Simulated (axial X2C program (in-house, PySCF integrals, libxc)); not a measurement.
**Worked dissociation energy of PSe⁻: r2SCAN0, scalar-relativistic**

Computed with an axial X2C code built on PySCF integrals. Spin-free means the one-electron spin-free X2C Hamiltonian. Basis: Se dyall-acv3z [9s10p7d5f1g], P dyall-av3z [9s8p3d2f] (cores contracted in-house); Gaussian nuclei, density fitting, unrestricted open shells. Masses: Se 79.917 u, P 30.974 u.

Molecular state: M_S = 1, Λ = 0 (beyond evenly filled blocks: π+α, π-α).

| Property | Result |
| --- | --- |
| E(Se-) (2M_S = 1, M_L = 0) | -2429.926289 hartree |
| E(P) (2M_S = 3, M_L = 0) | -342.069446 hartree |
| E(PSe⁻) at Re | -2772.122869 hartree |
| ωe | 482.7 cm⁻¹ |
| ωexe | 1.47 cm⁻¹ |

Question: Work out De and D0.

Answer: De = -2429.926289 + (-342.069446) − (-2772.122869) = 0.12713 hartree = 3.459 eV. The zero-point energy is ωe/2 − ωexe/4 = 241 cm⁻¹ = 0.030 eV, so D0 = 3.430 eV.

The state is a single determinant with fixed occupations, the lowest that a limited PBE0 search found. De is counted from the lowest determinant-based energies of the atoms at the same level, without counterpoise correction. Other states lie close and PBE0, whose exact exchange favours high spin, may order them wrongly; the determinant shown need not be the ground state. The nearest other spin-free determinant of the search, M_S = 0, Λ = 2, lies 0.64 eV up at the distance of the search. The highest occupied level of some functionals is positive through self-interaction error; at Hartree–Fock it is bound. Spin-free De lacks the spin–orbit lowering of the heavy p-block atom, a tenth of an eV or more for 4p and 5p, up to an eV for 6p and one to two eV for 7p atoms, less what an open-shell molecule gains itself.

Each atomic determinant is the lowest at this level and need not be a pure term. Totals compare only within one Hamiltonian and basis.
